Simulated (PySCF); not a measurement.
Species: `C=C(CF)S[SiH3]`. The columns A, B, C and D hold Mulliken, IAO, Hirshfeld and ESP-fitted charges (e) of one PBE0/pcSseg-1 density (PySCF), in a shuffled order. Coordinates in Å (GFN2-xTB); the density's dipole moment is (1.86, 0.28, -0.28) D.

```tsv
atom	x	y	z	A	B	C	D
C1	-0.364	0.798	1.024	-0.485	-0.126	-0.059	-0.351
C2	-0.669	-0.109	0.110	+0.107	-0.019	-0.527	-0.102
C3	-2.075	-0.539	-0.197	+0.123	+0.022	+0.302	+0.040
F4	-2.994	0.119	0.577	-0.235	-0.103	-0.328	-0.316
S5	0.477	-0.992	-0.910	-0.325	-0.073	-0.198	-0.137
Si6	2.388	-0.046	-0.581	+0.379	+0.310	+0.440	+0.546
H7	0.647	1.091	1.242	+0.196	+0.042	+0.132	+0.146
H8	-1.146	1.276	1.588	+0.209	+0.045	+0.125	+0.172
H9	-2.321	-0.328	-1.244	+0.084	+0.047	+0.131	+0.156
H10	-2.198	-1.611	-0.008	+0.096	+0.048	+0.131	+0.155
H11	3.214	-0.738	-1.553	-0.023	-0.060	-0.053	-0.091
H12	2.806	-0.296	0.793	-0.063	-0.066	-0.049	-0.112
H13	2.230	1.375	-0.860	-0.065	-0.065	-0.045	-0.106
```

Which column most likely holds the ESP-fitted charges?

A. Σ q r misses the density's dipole by 0.01 D (A), 0.98 D (B), 1.27 D (C), 2.23 D (D). Charges fitted to the outside potential are the only set here that is tied to the molecule's multipoles.

And the Hirshfeld charges?

B. The mean sizes are 0.079 e (B), 0.184 e (A), 0.187 e (D), 0.194 e (C), and Hirshfeld charges are commonly the smallest of these schemes.

As computed, A = ESP-fitted, B = Hirshfeld, C = Mulliken, D = IAO. Hydrogens on carbon: ESP-fitted +0.08 to +0.21, Hirshfeld +0.04 to +0.05, Mulliken +0.13 to +0.13, IAO +0.15 to +0.17 e.

The Hirshfeld scheme weights the molecular density at each point by an atom's share of the summed free-atom densities. The ESP scheme fits charges at the nuclei, held to the total charge, to the electrostatic potential on points at 1.4 to 2.0 times the van der Waals radii.

Isolated species at its GFN2-xTB geometry (one conformer only).

These values come from a run that also computed NMR shieldings. Time: 31 s; peak memory 0.71 GiB. Hardware: Arm Neoverse N1, one thread, shared host with 64 logical CPUs at a one-minute load of 60.

The values belong to the conformer `[CH2:1]=[C:2]([CH2:3][F:4])[S:5][SiH3:6]`: C1–C2–C3–F4 0°, C1–C2–S5–Si6 -9°.
